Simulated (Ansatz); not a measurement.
Geometry optimisation, Ansatz 0.2.0, DFT PBE-D3(BJ), scalar-relativistic, plane waves, PAW.

The input (input.yaml):

```yaml
accuracy: low
crystal:
  lattice:
    - [6.912517, 0.0, 0.0]
    - [0.0, 6.912517, 0.0]
    - [0.0, 0.0, 6.912517]
  atoms:
    - { symbol: O, position: [0.4082649, 0.5323072, 0.1571266] }
    - { symbol: H, position: [0.3831903, 0.4151728, 0.0844374] }
    - { symbol: H, position: [0.4909131, 0.6075838, 0.0726539] }
    - { symbol: O, position: [0.8051767, 0.1993829, 0.8462206] }
    - { symbol: H, position: [0.8020228, 0.3110898, 0.761695] }
    - { symbol: H, position: [0.8107267, 0.0904601, 0.758255] }
    - { symbol: O, position: [0.7105727, 0.5467427, 0.446454] }
    - { symbol: H, position: [0.6657715, 0.6761498, 0.4167961] }
    - { symbol: H, position: [0.5935602, 0.4770989, 0.4794804] }
    - { symbol: O, position: [0.8849118, 0.1126522, 0.3363585] }
    - { symbol: H, position: [0.9977115, 0.1436331, 0.2592265] }
    - { symbol: H, position: [0.7858058, 0.1988929, 0.2876405] }
    - { symbol: O, position: [0.2827132, 0.8452165, 0.6798054] }
    - { symbol: H, position: [0.204074, 0.7676797, 0.5935682] }
    - { symbol: H, position: [0.2067422, 0.8528545, 0.7972915] }
    - { symbol: O, position: [0.571931, 0.9407972, 0.2496378] }
    - { symbol: H, position: [0.4919876, 0.8867494, 0.1480463] }
    - { symbol: H, position: [0.7017059, 0.9001387, 0.2158992] }
    - { symbol: O, position: [0.1612663, 0.2191093, 0.574723] }
    - { symbol: H, position: [0.1652639, 0.3327104, 0.4927977] }
    - { symbol: H, position: [0.167183, 0.1120456, 0.4845272] }
    - { symbol: O, position: [0.1643177, 0.8484081, 0.1446998] }
    - { symbol: H, position: [0.1247736, 0.9162058, 0.2607716] }
    - { symbol: H, position: [0.1445598, 0.7132649, 0.1759864] }
    - { symbol: O, position: [0.7848803, 0.6236722, 0.8820286] }
    - { symbol: H, position: [0.8588044, 0.646225, 0.7651545] }
    - { symbol: H, position: [0.7824565, 0.7486886, 0.945258] }
    - { symbol: O, position: [0.5712784, 0.0906684, 0.5595924] }
    - { symbol: H, position: [0.636271, 0.2113277, 0.5304339] }
    - { symbol: H, position: [0.543596, 0.0993429, 0.6966741] }
    - { symbol: C, position: [0.3866926, 0.4066288, 0.7764046] }
    - { symbol: O, position: [0.2058873, 0.4558159, 0.8616349] }
    - { symbol: H, position: [0.4149866, 0.2567667, 0.8162087] }
    - { symbol: H, position: [0.1783534, 0.5891326, 0.82758] }
    - { symbol: H, position: [0.3833999, 0.4169539, 0.618116] }
    - { symbol: H, position: [0.5054337, 0.4965524, 0.8310582] }
basis:
  ecutwfc: 420.0
kpoints:
  mp_grid: { grid: [1, 1, 1] }
hamiltonian:
  xc: pbe
  dispersion: d3bj
scf:
  occupations: { method: fermi_dirac, width: 0.05 }
  lower_state_search: "off"
relax:
  f_tol: 0.3
  max_steps: 15
  adjacent_minimum: "off"
```

Launched with:

```bash
$ ansatz run input.yaml --threads 1 --pin off --max-ram 3072MiB --backend cpu --events-out ev --progress --plain --runs-dir out
```

Problem. Where does it end, and by what steps?

Solution. The run converged. The threshold is loose, so the end isn't yet a minimum. Limits of this set-up: coarse k mesh, low accuracy level. After 14 steps the energy has fallen by 5.925 eV; H11 moved furthest, 1.71 Å.

| step | energy less start (eV) | largest force component (eV/Å) | accepted |
| --- | --- | --- | --- |
| 0 | 0.0000 | 1.234 | yes |
| 1 | -1.1428 | 0.982 | yes |
| 2 | -1.9185 | 1.811 | yes |
| 3 | -2.6507 | 1.694 | yes |
| 4 | -3.2291 | 1.259 | yes |
| 5 | -3.6479 | 0.849 | yes |
| 6 | -3.9974 | 0.768 | yes |
| 7 | -4.3111 | 0.666 | yes |
| 8 | -4.6476 | 0.849 | yes |
| 9 | -5.0249 | 1.201 | yes |
| 10 | -5.3485 | 1.320 | yes |
| 11 | -5.5932 | 1.156 | yes |
| 12 | -5.7458 | 1.130 | yes |
| 13 | -5.8662 | 0.528 | yes |
| 14 | -5.9249 | 0.275 | yes |

```xyz
36
Lattice="6.9125 0.0000 0.0000 0.0000 6.9125 0.0000 0.0000 0.0000 6.9125" Properties=species:S:1:pos:R:3
O 2.282 3.846 1.778
H 2.025 3.439 0.896
H 3.043 4.416 1.530
O 6.059 1.497 5.494
H 6.066 2.489 5.632
H 6.847 1.319 4.938
O 4.899 4.325 3.366
H 4.660 5.167 2.921
H 4.042 3.864 3.428
O 6.015 1.094 1.278
H 6.120 1.259 0.296
H 5.560 1.883 1.627
O 1.875 5.647 5.199
H 1.346 6.069 4.485
H 1.468 5.967 6.043
O 3.891 6.096 1.100
H 3.113 6.625 1.355
H 4.641 6.728 1.208
O 1.054 0.722 3.431
H 0.618 1.093 2.636
H 1.998 0.984 3.410
O 0.575 5.680 0.701
H 0.170 6.350 1.283
H 1.089 5.056 1.289
O 5.681 4.058 6.025
H 5.488 4.450 5.143
H 6.240 4.683 6.537
O 3.937 0.331 3.917
H 4.639 0.749 4.476
H 3.506 -0.317 4.523
C 2.800 2.515 5.675
O 1.639 3.143 6.215
H 2.807 1.467 6.010
H 1.588 4.032 5.771
H 2.764 2.524 4.573
H 3.722 3.018 6.004
```

Whether the end is a true minimum wasn't checked by a vibrational analysis.

Run time: 39 s on 1 thread of Arm Neoverse V1, with other jobs on the host, peak memory 0.38 GiB.
